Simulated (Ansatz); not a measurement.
# Cost against result

The pair of Ag⁺ (SMILES [Ag+], atom 1) and CH₄ (SMILES C, atoms 2–6), both closed shells, in one local arrangement (a lower one may exist), relaxed at PBE0-D4/def2-TZVP:

```
6
angstrom
Ag -0.1910 -0.4919 -2.0177
C 0.0370 0.0953 0.3848
H 0.8689 -0.4139 -0.1466
H -0.9076 0.3158 -0.1563
H 0.4283 1.0523 0.7240
H -0.2357 -0.5577 1.2118
```

Interaction energies are counterpoise-corrected; the time is that of the whole pair.

Ansatz 0.2.0; basis: as named in each row; cores frozen in the correlated methods. Filled d shells of the heavier atoms are correlated. Core potentials replace the inner electrons of the atoms past krypton. B3LYP uses VWN-RPA correlation. Extrapolation: Hartree–Fock as exp(−7.88 √X), correlation as X^−2.97.

Times are rough, for one single point on 2 threads of a shared host (Arm Neoverse N1).

The estimate by CCSD(T) at an estimated basis limit (MP2 extrapolated from triple and quadruple zeta, plus CCSD(T) − MP2 in triple zeta) is -0.740 eV.

```json
{"method": "SPW92", "basis": "def2-SVP", "time (s)": "under 1", "interaction energy (eV)": "-1.332", "method less estimate": "-0.592"}
{"method": "PBE-D4", "basis": "def2-SVP", "time (s)": "1", "interaction energy (eV)": "-0.920", "method less estimate": "-0.180"}
{"method": "PBE0-D4", "basis": "def2-SVP", "time (s)": "1", "interaction energy (eV)": "-0.773", "method less estimate": "-0.033"}
{"method": "revPBE-D4", "basis": "def2-TZVPPD", "time (s)": "2", "interaction energy (eV)": "-0.800", "method less estimate": "-0.061"}
{"method": "PBE-D4", "basis": "def2-TZVPPD", "time (s)": "2", "interaction energy (eV)": "-0.940", "method less estimate": "-0.200"}
{"method": "CCSD(T)", "basis": "def2-SVP", "time (s)": "3", "interaction energy (eV)": "-0.476", "method less estimate": "0.264"}
{"method": "PBE0-D4", "basis": "def2-TZVPPD", "time (s)": "3", "interaction energy (eV)": "-0.803", "method less estimate": "-0.063"}
{"method": "BLYP-D4", "basis": "def2-TZVPPD", "time (s)": "3", "interaction energy (eV)": "-0.862", "method less estimate": "-0.122"}
{"method": "HSE06-D4", "basis": "def2-TZVPPD", "time (s)": "3", "interaction energy (eV)": "-0.801", "method less estimate": "-0.061"}
{"method": "B3LYP-D4", "basis": "def2-TZVPPD", "time (s)": "4", "interaction energy (eV)": "-0.781", "method less estimate": "-0.041"}
{"method": "r2SCAN-D4", "basis": "def2-TZVPPD", "time (s)": "5", "interaction energy (eV)": "-0.938", "method less estimate": "-0.198"}
{"method": "wB97M-V", "basis": "def2-SVP", "time (s)": "6", "interaction energy (eV)": "-0.707", "method less estimate": "0.033"}
{"method": "B2PLYP", "basis": "def2-TZVPPD", "time (s)": "6", "interaction energy (eV)": "-0.698", "method less estimate": "0.042"}
{"method": "B97M-V", "basis": "def2-TZVPPD", "time (s)": "11", "interaction energy (eV)": "-0.837", "method less estimate": "-0.097"}
{"method": "wB97X-V", "basis": "def2-TZVPPD", "time (s)": "11", "interaction energy (eV)": "-0.720", "method less estimate": "0.020"}
{"method": "wB97M-V", "basis": "def2-TZVPPD", "time (s)": "11", "interaction energy (eV)": "-0.726", "method less estimate": "0.014"}
{"method": "MP2", "basis": "def2-QZVPPD", "time (s)": "13", "interaction energy (eV)": "-0.746", "method less estimate": "-0.006"}
{"method": "CCSD(T)", "basis": "def2-TZVPPD", "time (s)": "67", "interaction energy (eV)": "-0.630", "method less estimate": "0.110"}
```

No T1 diagnostic of these runs exceeds 0.010.
